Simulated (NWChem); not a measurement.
Species: SF₃ cation; SMILES F[S+](F)F

```xyz
4

F      0.3041    -1.3136    -0.2764
S      0.0000     0.0000     0.4492
F      0.9856     0.9201    -0.2764
F     -1.2896     0.3935    -0.2764
```
Atoms are numbered in this order, from 1.

Program: NWChem. All runs use the structure optimised with PBE0/def2-SVP. Level: M06-2X/def2-SVP with SMD (1 M gas to 1 M solution), gas-phase geometry. Reactions with the solvent are ignored.

For solvent benzene:

```
Quantity                          Result
--------------------------------  ------
solvation free energy (kcal/mol)   -36.4
```

Q: How do the values read with solvent 1,4-dioxane instead?

A: The solvation free energy (kcal/mol) is -35.0.
